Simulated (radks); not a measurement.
Values are calculated unless marked as measured or tabulated.
Species: Zr III. Configuration: [Kr] 4d2 (the NIST ground configuration).

Level of theory: scalar-relativistic Kohn-Sham, r2SCAN, spin-unpolarised, spherical densities, finite nucleus; meta-GGA in the generalised Kohn-Sham scheme; Fermi nuclear charge, rms radius 4.2694 fm (a radial shooting solver on a logarithmic mesh with Libxc functionals).

Energy parts (eV):
total: -97914.859
kinetic: 100680.540
electron-nucleus: -235204.466
Hartree: 39711.390
exchange-correlation: -3102.323

Orbitals (lengths in bohr, moments of r in powers of bohr; <r^-3> diverges for s and p1/2):
[
 {"orbital": "1s", "occ.": "2", "eigenvalue (eV)": "-17880.70", "<1/r>": "41.25", "<r^-3>": "-", "<r^4>": "8.892e-06"},
 {"orbital": "2s", "occ.": "2", "eigenvalue (eV)": "-2501.512", "<1/r>": "9.266", "<r^-3>": "-", "<r^4>": "0.001673"},
 {"orbital": "2p", "occ.": "6", "eigenvalue (eV)": "-2229.888", "<1/r>": "9.013", "<r^-3>": "2154", "<r^4>": "0.001204"},
 {"orbital": "3s", "occ.": "2", "eigenvalue (eV)": "-427.2693", "<1/r>": "3.149", "<r^-3>": "-", "<r^4>": "0.08957"},
 {"orbital": "3p", "occ.": "6", "eigenvalue (eV)": "-337.8390", "<1/r>": "2.984", "<r^-3>": "347.0", "<r^4>": "0.1012"},
 {"orbital": "3d", "occ.": "10", "eigenvalue (eV)": "-191.5631", "<1/r>": "2.738", "<r^-3>": "44.94", "<r^4>": "0.1217"},
 {"orbital": "4s", "occ.": "2", "eigenvalue (eV)": "-70.5069", "<1/r>": "1.109", "<r^-3>": "-", "<r^4>": "4.273"},
 {"orbital": "4p", "occ.": "6", "eigenvalue (eV)": "-47.7732", "<1/r>": "0.9754", "<r^-3>": "44.57", "<r^4>": "7.209"},
 {"orbital": "4d", "occ.": "2", "eigenvalue (eV)": "-16.9286", "<1/r>": "0.6620", "<r^-3>": "2.940", "<r^4>": "42.01"}
]

The highest occupied level is 4d at -16.929 eV. For comparison, the ionisation energy in NIST's Atomic Spectra Database is 23.170 eV (semi-empirical). In exact Kohn-Sham theory the highest level is minus the ionisation energy, but local and semilocal functionals leave it too shallow, through self-interaction and a potential that decays too fast; potentials with the right tail come closer.

Beside tabulated values, note that spin-unpolarised runs miss the spin-polarisation part of the exchange energy of open shells.
